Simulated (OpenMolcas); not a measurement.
## 4d⁵ along the 41-electron sequence

```json
{"Program": "OpenMolcas", "Method": "SS-CASPT2, IPEA 0.25 Eh, imaginary shift 0.1 Eh", "Basis": "ANO-RCC-VTZP", "Scalar Hamiltonian": "DKH2, point nucleus", "Spin-orbit coupling": "RASSI with atomic mean-field integrals over the reference wave functions, term energies averaged over their components"}
```

Active space for each ion: 5 electrons in 10 orbitals (4d 5d); closed shells correlated by CASPT2: 4s 4p.

Computed levels in cm-1 above ⁶S_5/2:

| Level | Ru3+ | Rh4+ | Ag6+ |
| --- | --- | --- | --- |
| ⁴G_5/2 | 23940 | 26530 | 31370 |
| ⁴G_7/2 | 24190 | 26910 | 32250 |
| ⁴G_11/2 | 24320 | 27100 | 32580 |
| ⁴G_9/2 | 24350 | 27160 | 32740 |
| ⁴P_3/2 | 26820 | 29710 | 35040 |
| ⁴P_1/2 | 27510 | 30660 | 36570 |
| ⁴D_7/2 | 28720 | 32030 | 38560 |
| ⁴D_1/2 | 29500 | 33180 | 40550 |
| ⁴D_5/2 | 30060 | 33830 | 41230 |
| weight of ⁶S in the lowest level (%) | 99 | 99 | 98 |

Mixed levels, with the weight of the term that names them: Ru3+ ⁴P_3/2 (60 %), Ru3+ ⁴P_1/2 (72 %), Ru3+ ⁴D_1/2 (73 %), Ru3+ ⁴D_5/2 (59 %), Rh4+ ⁴P_3/2 (57 %), Rh4+ ⁴P_1/2 (69 %), Rh4+ ⁴D_1/2 (70 %), Rh4+ ⁴D_5/2 (57 %), Ag6+ ⁴P_3/2 (55 %), Ag6+ ⁴P_1/2 (69 %), Ag6+ ⁴D_1/2 (70 %), Ag6+ ⁴D_5/2 (56 %).

Measured, with the error of the calculation in %. Measured levels: Ag6+ from the list in Gamrath, thesis, University of Mons (2023).

| Level | Ag6+ |
| --- | --- |
| ⁴G_5/2 | 29390 (+6.7) |
| ⁴G_7/2 | 30378 (+6.2) |
| ⁴G_11/2 | 30662 (+6.3) |
| ⁴G_9/2 | 30907 (+5.9) |
| ⁴P_3/2 | 32994 (+6.2) |
| ⁴P_1/2 | 34605 (+5.7) |
| ⁴D_7/2 | 36485 (+5.7) |
| ⁴D_1/2 | 38685 (+4.8) |
| ⁴D_5/2 | 39299 (+4.9) |

⁴G_5/2 changes by a factor of 1.31 over the same range, with steps per unit of Z of +2590, +2420 cm-1.

Term energies are means over components that CASPT2 splits; among the terms shown or strongly mixed into the levels shown the widest spread is 59 cm-1 (4d⁵ ⁴D, Ru3+). Active for correlation alone: 5d; no level in the range computed is led by a configuration that fills it, so any true level of that kind is missing. Measured partners are found by configuration, term and J. A level has none where our copy of the source lacks it or the pairing is in doubt (some pairs that miss far off the trend of their configuration count as doubtful), and it then counts in no deviation. Levels of configurations outside the active space are missing.
